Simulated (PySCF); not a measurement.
**C₆ coefficients of unlike pairs at r2SCANh**

Calculated with PySCF 2.14 from the dipole response of each species, C₆(A,B) = (3/π) ∫ α_A(iu) α_B(iu) du, in atomic units, from isotropic polarisabilities. For ions this is the dispersion term alone; charge-induced terms of lower order in 1/R come first.

```csv
species,configuration,basis,relativity,α (bohr³),C₆ (like pair)
Au³⁺,[Xe] 4f14 5d8 (3F),"x2c-TZVPPall with one added diffuse shell each of s, p, d, f type (12s8p8d4f1g)",spin-free X2C,5.947,34.60
Nb,[Kr] 4d4 5s1 (6D),"aug-cc-pVTZ-PP with one added diffuse shell each of s, p, d, f, g type with ECP28MDF (7s7p6d4f3g)",core potential,95.20,1108
Zn,[Ar] 3d10 4s2 (1S),aug-cc-pwCVTZ-DK (10s9p7d4f3g),spin-free X2C,39.09,294.7
```

Problem. Estimate C₆ for Zn with Nb.

Solution. The integral gives 562.9. The combination rule 2 C_A C_B / (C_A α_B/α_A + C_B α_A/α_B) gives 556.9 and the geometric mean 571.4.

No spin-orbit coupling is included.

The other pairs:

```json
{"pair": "Zn, Au³⁺", "C₆": "79.36"}
{"pair": "Nb, Au³⁺", "C₆": "140.5"}
```
